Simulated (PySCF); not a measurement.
A calculated (MN15, PySCF 2.14, aug-cc-pVTZ-DK, the spin-free X2C one-electron Hamiltonian (Gaussian nucleus)) atom or ion has these occupied shells.

```tsv
shell	electrons	orbital energy (eV)	rms radius, mean of both spins (bohr)
1s α	1	-882.28	0.184
1s β	1	-880.70	0.184
2s α	1	-83.438	0.920
2s β	1	-78.817	0.920
2p α	3	-60.934	0.905
2p β	1	-56.669	0.905
```

(1) Name the element and its charge.

Answers

(1) Ne²⁺ (neon, charge +2), in [He] 2s2 2p4, high-spin 3P determinant.
